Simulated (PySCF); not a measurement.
In(OAc)(OMe)2, SMILES C[O][In]([O]C)[O]C(C)=O, singlet (GFN2-xTB optimised geometry):

```
18

In    -0.748    -0.085     0.000
O      0.457    -0.522     1.868
C      1.512    -0.369     1.217
C      2.834    -0.548     1.923
O      1.517    -0.085     0.000
H      3.538     0.201     1.571
H      3.222    -1.533     1.672
H      2.692    -0.478     2.997
O     -1.512     1.778     0.000
C     -0.806     2.808     0.638
H      0.179     2.982     0.188
H     -1.415     3.708     0.503
H     -0.684     2.628     1.713
O     -1.517    -1.754    -0.824
C     -0.813    -2.962    -0.712
H     -0.684    -3.276     0.330
H     -1.428    -3.708    -1.227
H      0.168    -2.921    -1.201
```

Calculation: PBE0/def2-SVP, def2 effective core potentials past Kr (PySCF).

Task: What are the frontier orbital energies and the dipole moment?

Result: HOMO-2 -7.92 eV, HOMO-1 -7.69 eV, HOMO -7.44 eV, LUMO -1.71 eV, LUMO+1 0.07 eV; dipole moment 2.95 D.

On the same geometry PBE/def2-SVP, def2 effective core potentials past Kr (PySCF 2.14.0) gives HOMO-2 -6.44 eV, HOMO-1 -6.05 eV, HOMO -5.78 eV, LUMO -2.58 eV, LUMO+1 -0.96 eV; dipole moment 2.73 D.
